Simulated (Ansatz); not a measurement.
Ideal-gas functions of AlCl$_{2}$F (`[F][Al]([Cl])[Cl]`) at 400 K and 1 bar, from an Ansatz frequency run at PBE0-D4/def2-TZVP.

Molar mass 116.89 g/mol, point group C2v (symmetry number 2), electronic degeneracy 1, moments of inertia 108.892, 229.928, 338.82 u Å². Harmonic wavenumbers (cm⁻¹, unscaled): 149, 203, 233, 439, 638, 892.

Use S(trans) = R[1.5 ln M + 2.5 ln T − 1.1517]; rotational temperatures θ = 24.2544 K / I; S(rot) = R[ln(√π/σ · √(T³/θAθBθC)) + 1.5]; for each mode x = 1.438777 ν̃/T, S = R[x/(eˣ − 1) − ln(1 − e⁻ˣ)] and H = RT x/(eˣ − 1); 1 cm⁻¹ = 0.0119627 kJ/mol; R = 8.31446 J/(mol·K).

Problem. By hand: the entropy, in J/(mol·K).

Solution. Translation 174.3. Rotation: θ = 0.2227, 0.1055, 0.0716 K, giving 112.7. Vibration, mode by mode: 13.60, 11.11, 10.02, 5.33, 3.02, 1.47, in all 44.6. Electronic 0.0. Sum 331.6 J/(mol·K).

Problem. By hand: H − E and G − E in kJ/mol, counted from the electronic energy.

Solution. Zero-point energy ½ × 2554 × 0.0119627 = 15.3; thermal vibration 9.6; translation, rotation and pV give 4 RT = 13.3. H − E = 38.2 kJ/mol, and G − E = 38.2 − 400 × 331.6/1000 = -94.4 kJ/mol.

Vibration gives 13 % of the entropy, 13.6 J/(mol·K) of it from the mode under 150 cm⁻¹: soft modes count most, and the harmonic formula is weakest for them.
